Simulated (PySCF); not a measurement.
MoO2FCl, SMILES [F][Mo](=[O])(=[O])[Cl], multiplicity 1. Heavy atoms are numbered as in [Mo:1](=[O:2])(=[O:3])([F:4])[Cl:5].

The structure is a stationary point at B3LYP-D3(BJ)/def2-SVP. The multiplicity is an assumed one; no other spin state was optimised. The structure was generated by enumeration; whether it is a known compound was not checked. The def2 effective core potentials stand for the cores of Mo; spin–orbit coupling is left out.

Calculation: PBE/def2-TZVP (PySCF).

ESP charges are fitted to the potential on shells at 1.4 to 2.0 van der Waals radii. Atomic charges (e), one atom of each kind:

| atom | ESP fit | Löwdin | Mulliken |
|---|---|---|---|
| Mo1 | 0.94 | 0.51 | 1.58 |
| O2 | -0.30 | -0.21 | -0.45 |
| F4 | -0.21 | -0.20 | -0.39 |
| Cl5 | -0.14 | 0.11 | -0.29 |
